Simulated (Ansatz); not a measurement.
(ClZn-mu-H)2 (Zn₂H₂Cl₂). Charge 0, multiplicity 3. Geometry PBE-D4/def2-SVP, that of the neutral singlet; atoms count from 1.

```xyz
6

Zn    0.561    0.107    1.069
Cl    1.679   -0.409    2.791
H    -0.227    1.279    0.218
Zn   -0.569   -0.108   -1.064
Cl   -1.653    0.415   -2.806
H     0.208   -1.284   -0.208
```

At PBE0-D4/def2-TZVP a singlet of charge 0 lies 4.56 eV below the triplet at the same geometry.

(1) Estimate the Mulliken populations from the PBE0/def2-TZVP orbitals of Ansatz.

(2) Where does the spin sit?

(3) And the Mayer bond orders between heavy atoms (over 0.3)?

Answers

(1) 
| atom | charge (e) | spin (α − β) | d electrons |
| --- | --- | --- | --- |
| Zn1 | 0.11 | 0.56 | 10.05 |
| Cl2 | -0.25 | 0.17 | – |
| H3 | 0.13 | 0.27 | – |
| Zn4 | 0.11 | 0.56 | 10.05 |
| Cl5 | -0.25 | 0.17 | – |
| H6 | 0.13 | 0.27 | – |
Mulliken values depend strongly on the basis.

(2) Summed by element: Zn 1.12, Cl 0.34, H 0.54, of 2 unpaired in all. Largest on single atoms: Zn4 0.56, Zn1 0.56, H6 0.27.

(3) Zn1–Cl2 1.02 (2.12 Å); Zn1–Zn4 0.82 (2.42 Å); Zn4–Cl5 1.02 (2.12 Å).
